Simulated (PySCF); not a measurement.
# `CB(C)c1ccc[nH]1`, C$_{6}$H$_{10}$BN

Geometry (Å), atoms numbered from 1 in this order:
```xyz
18

C    -1.8087   -1.4731   -0.2021
B    -1.0583   -0.0895   -0.0569
C    -1.8970    1.2557    0.0273
C     0.4665   -0.0399    0.0085
C     1.4140   -1.0605   -0.0089
C     2.6858   -0.4920    0.0884
C     2.5087    0.8713    0.1599
N     1.1880    1.1267    0.1148
H    -1.2361   -2.2217   -0.7431
H    -1.9951   -1.8834    0.7911
H    -2.7804   -1.3800   -0.6822
H    -1.5199    1.9554    0.7722
H    -1.8556    1.7718   -0.9329
H    -2.9486    1.0861    0.2454
H     1.1962   -2.1081   -0.0817
H     3.6249   -1.0100    0.1055
H     3.2370    1.6563    0.2376
H     0.7698    2.0412    0.1455
```

Method used: GIAO BHandHLYP/pcSseg-1 magnetisability, rotational g tensor and spin-rotation constants, non-relativistic, gas phase in PySCF 2.14.0. Geometry: GFN2-xTB.

Question: How diamagnetic is it, and how anisotropic?

Answer: Isotropic -1351 × 10⁻³⁰ J/T², or -81.4 × 10⁻⁶ cm³/mol; principal values -1969, -1067, -1018 × 10⁻³⁰ J/T², anisotropy 927 × 10⁻³⁰ J/T² (root of half the summed squared differences of the principal values). The susceptibility is in cgs units.

Question: Split it along the inertial axes a, b, c into diamagnetic and paramagnetic parts about the centre of mass, with the quadrupole moment.

Answer: 
```
axis  χ (10⁻⁶ cm³/mol)  diamagnetic (10⁻⁶ cm³/mol)  paramagnetic (10⁻⁶ cm³/mol)  summed x² of all electrons (Å²)  quadrupole Θ (D Å)
   a             -63.8                      -416.1                        352.3                            208.9               +0.34
   b             -61.7                      -945.7                        884.0                             84.1               +5.58
   c            -118.6                     -1243.2                       1124.6                             14.0               -5.93
```
Anisotropies 2χaa − χbb − χcc = +52.6 and 2χbb − χaa − χcc = +58.9 × 10⁻⁶ cm³/mol. Θ is traceless in Buckingham's convention.

Question: And the rotational g tensor?

Answer: 
| axis | rotational constant (GHz) | g | nuclear part | electronic part |
| --- | --- | --- | --- | --- |
| a | 4.1454 | -0.0433 | 0.6427 | -0.6861 |
| b | 1.4626 | -0.0188 | 0.5886 | -0.6074 |
| c | 1.0956 | +0.0186 | 0.5974 | -0.5788 |

Asymmetric top; isotopes 11B, 12C, 1H, 14N; no vibrational averaging.
